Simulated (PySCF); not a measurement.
ZnF2, SMILES [F][Zn][F].

Geometry: PBE0-D3(BJ)/def2-TZVP. The isomer is the one that the SMILES or the coordinates give; other isomers of the formula were not compared.

Method: PBE0-D3(BJ)/def2-TZVP (PySCF 2.14.0).

Frequencies are harmonic and unscaled.

Modes within 1.5 cm⁻¹ of each other (mostly degenerate sets) share a row, with their intensities summed.

Computed harmonic wavenumbers and intensities:
```tsv
mode	ν (cm⁻¹)	IR (km/mol)	Raman (Å⁴/amu)	depolarisation	moving atoms (share of kinetic energy)
1–2	165	85.5	0.0	–	F 63 %, Zn 37 %
3	602	0.0	7.0	0.20	F 100 %
4	764	102.5	0.0	–	F 63 %, Zn 37 %
```
